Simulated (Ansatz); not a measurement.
Stepwise reaction of `[Br][SnH]([Br])[Br]` with water, as a gas-phase model of exchange steps in deposition or etching. ΔE in kJ/mol; ΔG adds harmonic PBE0-D4 terms to CCSD(T)/CBS, at 1 bar.

Calculated with Ansatz (gas phase, PBE0-D4/def2-TZVP geometries, no zero-point term in ΔE). CBS: MP2 limit from def2 TZ/QZ plus the TZ coupled-cluster correction, frozen cores. This one scheme is used for every species. Functionals use def2-TZVPP. B3LYP here is the variant with VWN-RPA as its local correlation; programs differ in this. def2 core potentials past Kr. For Br, Sn outer-core shells are correlated without core-valence functions, which leaves a few kJ/mol of doubt a bond. Scalar relativity is left out up to krypton. Each species was taken in one conformer, which may not be the lowest.

```json
{"step": "1", "reaction": "`[Br][SnH]([Br])[Br]` + H₂O → `[OH][SnH]([Br])[Br]` + HBr", "PBE-D4": "73.0", "B3LYP-D4": "74.7", "ωB97M-V": "73.2", "CCSD(T)/CBS": "78.0", "ΔG(400 K)": "65.8"}
{"step": "2", "reaction": "`[OH][SnH]([Br])[Br]` + H₂O → `[OH][SnH]([OH])[Br]` + HBr", "PBE-D4": "77.1", "B3LYP-D4": "78.2", "ωB97M-V": "76.7", "CCSD(T)/CBS": "80.4", "ΔG(400 K)": "72.0"}
{"step": "3", "reaction": "`[OH][SnH]([OH])[Br]` + H₂O → `[OH][SnH]([OH])[OH]` + HBr", "PBE-D4": "81.1", "B3LYP-D4": "80.8", "ωB97M-V": "79.7", "CCSD(T)/CBS": "82.3", "ΔG(400 K)": "77.7"}
```

Task: By hand: ΔE of the 3 steps together at CCSD(T)/CBS.

Result: (78.0) + (80.4) + (82.3) = 240.7 kJ/mol, or 80.2 kJ/mol a step.

In ΔE the steps differ by no more than 4.3 kJ/mol. All are uphill at CCSD(T)/CBS. ΔG lies between 65.8 and 77.7 kJ/mol a step. PBE-D4 differs from CCSD(T)/CBS by -5.0 to -1.2 kJ/mol a step. Isolated molecules leave out the surface, adducts and barriers. Largest T1 diagnostic: 0.014.
